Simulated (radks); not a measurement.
All-electron atom: Yb67+ in [He] 2s1 (the NIST ground configuration). Method: scalar-relativistic Kohn-Sham, LB94 model potential, spin-polarised, spherical densities, finite nucleus; open shells are filled with parallel spins first (spin-orbit coupling, left out, can overturn this in heavy ions); Fermi nuclear charge, rms radius 5.3108 fm; computed with a radial shooting solver on a logarithmic mesh with Libxc functionals.

Normalised radial functions P(r) = r R(r), r in bohr:

r,1s up,2s down
0.001845,2.5764,0.9699
0.002218,2.9407,1.1028
0.002688,3.3568,1.2523
0.00323,3.7860,1.4032
0.003914,4.2575,1.5636
0.004705,4.7195,1.7128
0.005701,5.1928,1.8525
0.006853,5.6133,1.9565
0.008303,5.9840,2.0137
0.009981,6.2362,1.9958
0.01209,6.3489,1.8725
0.01454,6.2738,1.6256
0.01761,5.9735,1.2072
0.02117,5.4631,0.6377
0.02565,4.7184,-0.1268
0.03083,3.8552,-0.9861
0.03736,2.8889,-1.9346
0.04527,1.9672,-2.8111
0.05441,1.2214,-3.4407
0.06593,0.6481,-3.7389
0.07925,0.3016,-3.6069
0.09603,0.1113,-3.0617
0.1154,0.0340,-2.2879
0.1399,0.0074,-1.4370
0.1681,0.0012,-0.7681
0.2037,0.0001,-0.3195
0.2448,0.0000,-0.1068

1s up: eigenvalue -69771 eV, 0 radial nodes, <r> = 0.0196 bohr, 90 % of the charge inside 0.0355 bohr. 2s down (empty): eigenvalue -17405.2 eV, 1 radial node at r = 0.0249 bohr, <r> = 0.0792 bohr, 90 % of the charge inside 0.122 bohr.
